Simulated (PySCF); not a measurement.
BFBr₂, SMILES FB(Br)Br.

Geometry optimised at B3LYP-D3(BJ)/def2-SVP.

These are PBE0/def2-TZVPD in PySCF values and carry that method's errors.

Gas-phase values at a fixed geometry.

Estimate the frontier levels, gap, dipole moment and polarisability. (Estimate from the structure and the level; the computed values follow.)


- highest occupied level = -8.67 eV
- lowest empty level = -1.46 eV
- orbital gap = 7.20 eV
- dipole moment = 0.31 D
- quadrupole, principal values (traceless, Buckingham form, about the centre of nuclear charge) = -2.60, 1.18, 1.42 D·Å
- mean static polarisability = 57.1 bohr³ (8.46 Å³)
- polarisability, principal values = 44.2, 51.9, 75.2 bohr³
